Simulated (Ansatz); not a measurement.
A set of 12 reactions (isomerisation), with CCSD(T)/CBS values in kJ/mol:

```csv
reaction,ΔE
`CCO` → `COC`,52.0
`CC1=CCC=C1` → `C1=C[C@H]2C[C@H]2C1`,53.9
`[AlH2][O]C[SiH2][SiH3]` → `[CH3][AlH][O][SiH2][SiH3]`,-227.3
`CB1C=N1` → `BN=C=C`,2.1
`C=N/C=N/[SiH3]` → `C1=NC[SiH2]N1`,-121.4
`CO[B]([AlH2])[SiH3]` → `[CH3][Al]([SiH3])[BH]O`,-119.1
`BNCOC` → `CBNCO`,-93.7
`CBSCC` → `CCBSC`,13.5
`CC(C)CS` → `CSC(C)C`,6.7
`COC(C)F` → `CC(C)(O)F`,-64.6
`C[CH]1[CH2][AlH]1` → `C/C=[CH]/[AlH2]`,-97.5
`O=C=C[SiH3]` → `C1=C[SiH2]O1`,-27.9
```

Calculated with Ansatz (gas phase, PBE0-D4/def2-TZVP geometries, no zero-point term in ΔE). CCSD(T)/CBS is the MP2 limit (def2-TZVPP, def2-QZVPP) plus CCSD(T) − MP2 in def2-TZVPP, frozen cores. Double bonds are as drawn, so ΔE can hold a change between cis and trans. DFT in def2-TZVPP. B3LYP here is the variant with VWN-RPA as its local correlation; programs differ in this. Each species was taken in one conformer, which may not be the lowest.

Give the mean, mean absolute and largest difference (level minus CCSD(T)/CBS, kJ/mol) for: PBE-D4, B3LYP-D4, ωB97X-V, ωB97M-V, PBE, PBE0, B3LYP, HF/def2-TZVPP, SCS-MP2/def2-TZVPP, CCSD(T)/def2-TZVPP, MP2/def2-QZVPP, SCS-MP2/def2-QZVPP, HF/CBS(def2), CCSD/CBS(def2). (An estimate is asked.)

Ansatz gave: 
```csv
level,mean,mean absolute,largest
PBE-D4,2.2,9.0,-25.8
B3LYP-D4,2.9,11.3,-30.5
ωB97X-V,2.2,6.2,-12.9
ωB97M-V,1.5,3.1,7.9
PBE,2.7,8.6,-26.2
PBE0,0.7,6.0,13.0
B3LYP,3.7,12.0,-31.2
HF/def2-TZVPP,4.9,13.9,-41.4
SCS-MP2/def2-TZVPP,2.1,3.9,11.4
CCSD(T)/def2-TZVPP,1.8,3.0,7.5
MP2/def2-QZVPP,-1.3,4.2,-9.1
SCS-MP2/def2-QZVPP,1.0,2.8,6.9
HF/CBS(def2),4.6,14.0,-41.8
CCSD/CBS(def2),-0.2,1.3,3.7
```

The largest T1 diagnostic in the set is 0.017, for `BN=C=C` (customary mark 0.02).

CCSD(T)/CBS is a level of theory with its own doubt, and the functionals carry their triple-zeta basis error, so these figures describe this set and don't rank the functionals.
